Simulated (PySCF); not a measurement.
Spinor energies of Te (tellurium, neutral)

Start: [Kr] 4d10 5s1 5p5; 5s1/2 filled at m_j = +1/2; 5p1/2 filled at m_j = -1/2, +1/2; 5p3/2 filled at m_j = -1/2, +1/2, +3/2. Calculated with PySCF 2.14 in x2c-TZVPall-2c with one added diffuse shell each of s, p, d, f type (9s10p6d3f, 90 functions): generalised Hartree-Fock with the X2C-1e Hamiltonian and a Gaussian nucleus; one run each with spin-orbit coupling (SO) switched off, then screened by Boettger's factors. This is a chosen level, not necessarily the ground level.

| spinor shell | electrons | ε, spin-free (eV) | ε, screened SO (eV) | weight of nominal j (screened SO) | rms radius, screened SO (bohr) |
| --- | --- | --- | --- | --- | --- |
| 1s1/2 | 2 | -31974.8 | -31971.4 | 1.000 | 0.0318 |
| 2s1/2 | 2 | -5002.4 | -5001.4 | 1.000 | 0.130 |
| 2p1/2 | 2 | -4483.8 | -4674.4 | 1.000 | 0.112 |
| 2p3/2 | 4 | -4483.8 | -4397.4 | 1.000 | 0.117 |
| 3s1/2 | 2 | -1038.7 | -1038.4 | 1.000 | 0.343 |
| 3p1/2 | 2 | -866.16 | -902.68 | 1.000 | 0.336 |
| 3p3/2 | 4 | -866.16 | -849.36 | 1.000 | 0.347 |
| 3d3/2 | 4 | -605.64 | -611.94 | 1.000 | 0.320 |
| 4s1/2 | 2 | -195.11 | -194.94 | 1.000 | 0.815 |
| 4p1/2 | 2 | -139.28 | -146.23 | 1.000 | 0.857 |
| 4p3/2 | 4 | -139.28 | -135.93 | 1.000 | 0.886 |
| 4d3/2 | 4 | -54.984 | -55.847 | 0.988 | 1.04 |
| 4d5/2 | 6 | -54.984 | -54.181 | 0.992 | 1.05 |
| 5s1/2 | 1 | -24.184 | -24.079 | 1.000 | 2.24 |
| 5p1/2 | 2 | -9.878 | -9.852 | 0.644 | 2.88 |
| 5p3/2 | 3 | -9.878 | -9.929 | 0.763 | 2.87 |

Question: Where does 3d5/2 lie, and what is the 3d spin-orbit splitting (screened SO)?

Answer: At -601.02 eV, 10.921 eV above 3d3/2.

| quantity | spin-free | screened SO |
| --- | --- | --- |
| E (hartree) | -6789.59348 | -6791.48883 |
| M_J | 2 | 2 |
| ⟨J²⟩ | 6.052 | 6.051 |
| ⟨L²⟩ | 2.006 | 2.032 |
| ⟨S²⟩ | 2.046 | 2.061 |

Each row is a mean over spinors that exchange with the open shell spreads, by up to 4.209 eV (5p1/2).

Rows whose weight is well below 1 are mixtures of j = l ± 1/2: exchange outweighs spin-orbit coupling there, and the label is only the starting occupation.

⟨J²⟩ departs a little from M_J(M_J + 1) because the unrestricted spinors polarise the closed shells.

Breit and QED terms are absent; they matter most for the inner s and p1/2 levels.

Densities and radii are taken from the X2C orbitals without a picture-change correction, which distorts them close to the nucleus.

Without spin-orbit coupling the j labels of p, d and f shells carry no meaning; the spin-free column gives the mean over the occupied spinors of each nl shell.
